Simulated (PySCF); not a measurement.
PySCF 2.14 output of an unrestricted r2SCAN calculation on a single atom or ion in x2c-TZVPPall with one added diffuse shell each of s, p, d type (6s5p4d, 41 functions), with the spin-free X2C one-electron Hamiltonian (Gaussian nucleus):

```
SCF conv_tol = 1e-09
number electrons alpha = 6  beta = 5
    J. W. Furness, A. D. Kaplan, J. Ning, J. P. Perdew, and J. Sun.,  J. Phys. Chem. Lett. 11, 8208-8215 (2020)
    J. W. Furness, A. D. Kaplan, J. Ning, J. P. Perdew, and J. Sun.,  J. Phys. Chem. Lett. 11, 9248-9248 (2020)
    J. W. Furness, A. D. Kaplan, J. Ning, J. P. Perdew, and J. Sun.,  J. Phys. Chem. Lett. 11, 8208-8215 (2020)
    J. W. Furness, A. D. Kaplan, J. Ning, J. P. Perdew, and J. Sun.,  J. Phys. Chem. Lett. 11, 9248-9248 (2020)
cycle= 1 E= -199.921419104141  delta_E= -0.00195  |g|= 0.0132  |ddm|= 0.0753
cycle= 2 E= -199.92145031185  delta_E= -3.12e-05  |g|= 0.00766  |ddm|= 0.0139
cycle= 3 E= -199.921460669796  delta_E= -1.04e-05  |g|= 0.000172  |ddm|= 0.00294
cycle= 4 E= -199.921460720346  delta_E= -5.05e-08  |g|= 1.16e-05  |ddm|= 0.000675
cycle= 5 E= -199.92146072066  delta_E= -3.14e-10  |g|= 1.26e-06  |ddm|= 5.81e-05
converged SCF energy = -199.92146072066  <S^2> = 0.75001842  2S+1 = 2.0000184
```

The run itself started from symmetry-adapted Hartree-Fock orbitals and held the occupation by maximum overlap, on a logarithmic radial grid, so the iterations belong to that start.

Q: Which element, charge and spin multiplicity is this?

A: Mg⁺ (magnesium, charge +1), multiplicity 2; the state was [Ne] 3p1, 2P determinant (an excited configuration).
